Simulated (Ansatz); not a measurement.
`[SiH3]CC(Cl)Cl`. Total charge 0; spin multiplicity 1.

```xyz
11

Si    0.8194    0.0815   -1.2986
C    -0.1847    0.6357    0.2061
C    -0.7284   -0.4965    1.0344
Cl   -1.7063    0.1012    2.3992
Cl    0.5801   -1.5402    1.6393
H     2.1910   -0.3368   -0.9242
H     0.1186   -1.0473   -1.9669
H     0.8987    1.2283   -2.2410
H     0.4294    1.2867    0.8343
H    -1.0307    1.2344   -0.1461
H    -1.3872   -1.1470    0.4635
```

(1) Give the diagnostics of a CCSD(T)/def2-TZVPP run (frozen core, Ansatz 0.2.0). (Best estimate.)

## Answers

(1) Computed: T1 = 0.0100, largest single amplitude 0.009, largest double 0.015, (T) share of the correlation energy 4.1 %, 8 CCSD cycles. The RHF solution is stable towards an unrestricted one. T1 lies under the customary mark of 0.02 for closed shells.
